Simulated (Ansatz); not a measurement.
A geometry relaxed with PBE0-D3(BJ)/def2-TZVP in Ansatz (a first-principles code), charge 0, multiplicity 1:

```xyz
4

O     -0.9013     0.3491    -0.0095
H      1.3226    -0.5842     0.0146
H     -1.1026    -0.5895     0.0019
Si     0.6814     0.8246    -0.0070
```

Task: Write the SMILES of this molecule.

Result: `O[SiH]`
